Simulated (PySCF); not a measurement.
# Stationary points of H₄MnN

Level of theory: PBE0 in PySCF with Mn def2-TZVP, N def2-TZVP, H def2-TZVP; no relativity; density-fitted integrals.

Relaxations began from a few typed shapes. The search is not exhaustive: other isomers or separated fragments can lie lower, and high-lying points may rest on an excited occupation.

| spin | group | bonds | angles | imaginary modes (cm⁻¹) | ΔE (kJ/mol) | ΔE with ZPE (kJ/mol) |
| --- | --- | --- | --- | --- | --- | --- |
| singlet | C3v | Mn–H 1.615 Å, Mn–N 2.091 Å, N–H 1.017 Å (×3) | H–Mn–N 180.0°, H–N–H 108.1° (×3), H–N–Mn 110.8° (×3) | none | 0.0 | 0.0 |
| singlet | C1 | H–H 0.855 Å, Mn–H 1.506 Å, Mn–H 1.541 Å, Mn–H 1.636 Å, Mn–H 1.686 Å, Mn–N 1.461 Å | H–H–Mn 71.9°, H–H–Mn 78.4°, H–Mn–H 29.8°, H–Mn–H 69.7°, H–Mn–H 77.8° | none | 13.2 | -7.5 |
| singlet | Cs | H–H 0.883 Å, Mn–H 1.560 Å (×2), Mn–H 1.601 Å (×2), Mn–N 1.460 Å | H–H–Mn 74.0° (×2), H–Mn–H 32.0°, H–Mn–H 72.5° (×2), H–Mn–H 103.0° (×2), H–Mn–H 144.5° | none | 21.3 | 0.2 |
| singlet | Cs | Mn–H 1.542 Å, Mn–H 1.550 Å (×2), Mn–H 1.619 Å, Mn–N 1.463 Å | H–Mn–H 42.9° (×2), H–Mn–H 85.8°, H–Mn–H 126.4° (×2), H–Mn–H 144.7°, H–Mn–N 98.5° (×2) | 956i, 440i | 57.3 | – |
| singlet | C4v | Mn–H 1.565 Å (×4), Mn–N 1.475 Å | H–Mn–H 80.5° (×4), H–Mn–H 132.2° (×2), H–Mn–N 113.9° (×4) | 1497i, 1497i, 558i | 265.5 | – |

The lowest minimum found is the singlet C3v: Mn–H 1.615 Å, Mn–N 2.091 Å, N–H 1.017 Å (×3); H–Mn–N 180.0°, H–N–H 108.1° (×3), H–N–Mn 110.8° (×3).

For the lowest minimum: stability towards spin polarisation was not tested.
